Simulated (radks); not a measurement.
Q: All-electron atom: the copper ion Cu3+ in [Ar] 3d7.75 4d0.25 (fractional occupations, a model configuration). Method: scalar-relativistic Kohn-Sham, exchange-only LDA, spin-polarised, spherical densities, finite nucleus; open shells are filled with parallel spins first; Fermi nuclear charge, rms radius 3.8823 fm; computed with a radial shooting solver on a logarithmic mesh with Libxc functionals. Some entries of the table are withheld. Estimate them.

orbital,occ.,eigenvalue (Ry),r(max) (bohr),<1/r> (bohr^-1)
1s up,1,-652.7123,0.03417,29.11
1s down,1,-652.7111,0.03417,29.11
2s up,1,-81.57897,0.1970,6.311
2s down,1,-81.45571,0.1969,6.317
2p up,3,-70.97429,0.1583,6.201
2p down,3,-70.87973,0.1582,6.206
3s up,1,-11.97485,0.6117,2.019
3s down,1,-11.74816,0.6122,2.013
3p up,3,-8.85113,0.6155,1.877
3p down,3,-8.62903,0.6164,1.870
3d up,5,-3.80599,0.5813,1.548
3d down,2.75,-3.59214,0.5847,1.532
4s up,0,-2.61664,1.800,0.6458
4s down,0,-2.50169,1.808,0.6447
4p up,0,-1.98634,2.069,(1)
4p down,0,-1.87063,2.072,(2)
4d up,0.25,-1.17051,3.001,0.3888
4d down,0,-1.04907,2.995,0.3875
4f up,0,-0.68986,(3),0.2320
5d up,0,-0.61738,6.594,0.2156
4f down,0,-0.59778,(4),0.2138
5d down,0,-0.56606,7.017,0.1979

A: 
(1) 4p up <1/r> (bohr^-1): 0.5507
(2) 4p down <1/r> (bohr^-1): 0.5521
(3) 4f up r(max) (bohr): 4.348
(4) 4f down r(max) (bohr): 4.709
